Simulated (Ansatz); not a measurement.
Pulling on the B1–H3 bond in ammonia borane (SMILES [BH3-][NH3+]) (multiplicity 1 held, fragments rigid). Energies count from the point at 1.208 Å.
Geometry at that point (charge 0, multiplicity 1):
```
atom    x (Å)    y (Å)    z (Å)
----  -------  -------  -------
B     -0.9203   0.1316  -0.0195
N      0.7209  -0.1031   0.0153
H     -1.3246  -0.6219  -0.8730
H     -1.0623   1.2986  -0.2980
H     -1.2988  -0.1498   1.0928
H      0.9452  -1.0672   0.2439
H      1.1584   0.4938   0.7113
H      1.1375   0.1100  -0.8865
```

Signs of static correlation in cc-pVDZ, with CASSCF(2,2), from Ansatz (a program for electronic structure) runs.

| R (Å) | T1 of restricted CCSD | ⟨S²⟩ of UHF | largest double amplitude of restricted CCSD | weight of the CASSCF reference in MRCISD | CASSCF natural occupations |
|---|---|---|---|---|---|
| 0.967 | 0.008 | 0.000 | 0.035 | 0.908 | 1.99 0.01 |
| 1.087 | 0.007 | 0.000 | 0.035 | 0.907 | 1.99 0.01 |
| 1.208 | 0.007 | 0.000 | 0.035 | 0.907 | 1.98 0.02 |
| 1.329 | 0.008 | 0.000 | 0.034 | 0.908 | 1.98 0.02 |
| 1.450 | 0.008 | 0.000 | 0.052 | 0.908 | 1.97 0.03 |
| 1.631 | 0.010 | 0.000 | … | 0.908 | 1.95 0.05 |
| 1.812 | 0.013 | 0.000 | 0.070 | 0.909 | 1.93 0.07 |
| 2.114 | 0.020 | 0.227 | 0.179 | 0.909 | 1.89 0.11 |
| 2.416 | 0.031 | … | 0.238 | 0.909 | 1.81 0.19 |
| 2.779 | 0.050 | 0.841 | 0.358 | 0.909 | 1.68 0.32 |
| 3.262 | 0.083 | 0.954 | 0.546 | 0.910 | 1.46 0.54 |
| 3.866 | 0.127 | 0.994 | 0.834 | 0.910 | 1.23 0.77 |

Complete the blanks.


- 1.631, largest double amplitude of restricted CCSD: 0.084
- 2.416, ⟨S²⟩ of UHF: 0.617

Doubts at one or more of the structures used: a restricted determinant that unrestricted orbitals would lower (R-CCSD(T)/cc-pVDZ); other coupled-cluster roots lie near (R-CCSD(T)/cc-pVDZ); T1 above 0.05 (R-CCSD(T)/cc-pVDZ, U-CCSD(T)/cc-pVDZ); a spin-contaminated determinant (U-CCSD(T)/cc-pVDZ).
